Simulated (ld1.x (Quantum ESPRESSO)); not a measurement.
**tungsten, TM: configuration errors across variants**

ld1.x (Quantum ESPRESSO) 7.5 input, shortened:

```
&input
   title='W', zed=74., rel=1, dft='PZ', iswitch=3,
   config='[Xe] 4f14 5d3 6s0 6p0'
 /
 &inputp
   pseudotype=2, tm=.true., lloc=-1, rcloc=1.45,
   nlcc=.true., new_core_ps=.true.
 /
3
6S  1  0   0.00   0.00  1.80  1.80  0.0
5P  2  1   6.00   0.00  1.90  1.90  0.0
5D  3  2   3.00   0.00  2.55  2.55  0.0
 &test
   configts(1)='5p6 5d3 6s0 6p0'
 /
```

All-electron excitation energies from the reference (eV): (1) 5p6 5d4 6s2 6p0 -50.865; (2) 5p6 5d4 6s1 6p0 -41.731; (3) 5p6 5d4 6s0 6p0 -25.705; (4) 5p6 5d4.5 6s1.5 6p0 -50.168; (5) 5p6 5d4 6s0 6p1 -36.175; (6) 5p6 5d5 6s1 6p0 -49.316; (7) 5p6 5d4 6s0 6p2 -41.426; (8) 5p6 5d3 6s0 6p0 spin -1.495; (9) 5p6 5d4 6s2 6p0 spin -52.799.

Spin tests fill each open shell by Hund’s rule, majority spin first.

A true bound ghost makes a file unfit for plane-wave use even where its test errors are small: the radial tests pick states by their node count and pass the ghost by.

Errors AE − PS in meV (a dash: test not solved or not reliable):

```csv
change,(1),(2),(3),(4),(5),(6),(7),(8),(9),bound ghosts
base,+12,+5.2,-5.6,+11,+101,+1.6,+144,+33,+51,s
wave 5d (bound): rc 2.55 bohr becomes 5d (bound): rc 1.62 bohr,+15,+5.0,-10,+12,+99,+0.4,+144,+10,+28,s
wave 5d (bound): rc 2.55 bohr becomes 5d (bound): rc 1.96 bohr,+16,+5.2,-10,+12,+99,+0.8,+144,+6.6,+25,s
wave 5d (bound): rc 2.55 bohr becomes 5d (bound): rc 2.30 bohr,+15,+5.1,-9.3,+12,+100,+0.6,+144,+13,+31,s
wave 5d (bound): rc 2.55 bohr becomes 5d (bound): rc 3.16 bohr,+0.5,+12,+21,+15,+117,+25,+153,+98,+116,s
wave 5d (bound): rc 2.55 bohr becomes 5d (bound): rc 3.50 bohr,-9.3,+25,+54,+29,+138,+66,+165,+143,+159,s
wave 5d (bound): rc 2.55 bohr becomes 5d (bound): rc 3.76 bohr,-17,+42,+91,+51,+163,+121,+181,+179,+193,s
```

Task: Give the same row for: wave 5d (bound): rc 2.55 bohr becomes 5d (bound): rc 2.82 bohr.

Result: +7.7, +6.8, +3.2, +11, +106, +7.4, +147, +61, +79; bound ghosts: s.
